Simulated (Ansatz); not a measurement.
`O[B](F)[GeH2][SiH3]` + `O[SiH3]` → `O[SiH2]B(O)F` + `[SiH3][GeH3]`  (formal exchange of groups at a B–Ge bond)

Calculated with Ansatz (gas phase, PBE0-D4/def2-TZVP geometries, no zero-point term in ΔE). CBS: MP2 limit from def2 TZ/QZ plus the TZ coupled-cluster correction, frozen cores. DFT in def2-TZVPP. For Ge outer-core shells are correlated without core-valence functions, which leaves a few kJ/mol of doubt a bond. Scalar relativity is left out up to krypton. Each species was taken in one conformer, which may not be the lowest.

| species | r2SCAN energy (Eh) |
| --- | --- |
| `O[B](F)[GeH2][SiH3]` | -2570.09735 |
| `O[SiH3]` | -367.13098 |
| `O[SiH2]B(O)F` | -567.16435 |
| `[SiH3][GeH3]` | -2370.05748 |

Question: Work out ΔE.

Answer: ΔE = (-567.16435) + (-2370.05748) − (-2570.09735) − (-367.13098) = 0.00650 Eh = +4.1 kcal/mol. CCSD(T)/CBS gives +4.9 kcal/mol.

Largest T1 diagnostic among the species: 0.013.

In def2-TZVPP, CCSD(T) changes the Hartree–Fock value by +1.4 kcal/mol (the triples alone add +0.2 kcal/mol) and MP2 by +2.5 kcal/mol.
